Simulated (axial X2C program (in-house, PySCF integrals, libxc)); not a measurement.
# Spin–orbit effects down a group: molecules with Cl, HF

Calculated with an axial X2C code built on PySCF integrals, spin-free (one-electron X2C) or two-component (2c: spin–orbit coupling with atomic mean-field Coulomb and Gaunt terms, which also bring small scalar terms), in Dyall basis sets with cores contracted in-house; open shells are unrestricted.

Basis sets: Cl dyall-av3z, Nb dyall-cv3z, Ta dyall-cv3z, V dyall-cv3z.

| molecule | spin-free state | Re (Å) | ωe (cm⁻¹) | De (eV) | 2c state | Re 2c (Å) | ωe 2c (cm⁻¹) | De 2c (eV) |
| --- | --- | --- | --- | --- | --- | --- | --- | --- |
| VCl | M_S = 2, Λ = 1 | 2.295 | 394.0 | 2.89 | Ω = 1 | 2.295 | 394.0 | n/a |
| NbCl | M_S = 2, Λ = 1 | 2.373 | 364.0 | 3.11 | Ω = 1 | 2.373 | 363.8 | n/a |
| TaCl | M_S = 2, Λ = 1 | 2.352 | 352.5 | 3.52 | Ω = 1 | 2.349 | 352.6 | n/a |

Each entry is the lowest single determinant of a limited PBE0 search at one distance. De goes to single-determinant-based atoms at the same level (for ions the charge split of lowest energy) and is withheld (n/a) where an atom does not fit its ground term or J level. Main or longest-lived isotopes. One determinant is a doubtful description, or other states lie close, for VCl, NbCl, TaCl; these need not be ground states, and all values refer to the states named. Some open-shell Ω = 0 determinants are out of reach, so the Ω given for VCl, NbCl, TaCl need not be the lowest component. With several unpaired electrons the Ω given is that of one determinant, not necessarily of the lowest component.
